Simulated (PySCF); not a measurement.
# Correlation energy of Mn⁺ (manganese, charge +1)

[Ar] 3d5 4s1, high-spin 7S determinant. Calculation: PySCF 2.14, in cc-pVDZ (6s5p3d1f, 43 functions); no relativity, point nucleus. Frozen: [Ar]; 6 electrons correlated.

MP2 pair energies summed by pair of shells (mhartree):

```json
{"pair": "3d-3d", "energy": "-55.85", "share (%)": "83.4"}
{"pair": "3d-4s", "energy": "-11.14", "share (%)": "16.6"}
```

Total MP2 correlation energy: -66.99 mhartree.

Same-spin part -66.99 and opposite-spin part 0.00 mhartree; SCS-MP2 scales them by 1/3 and 6/5 to -22.33 mhartree.
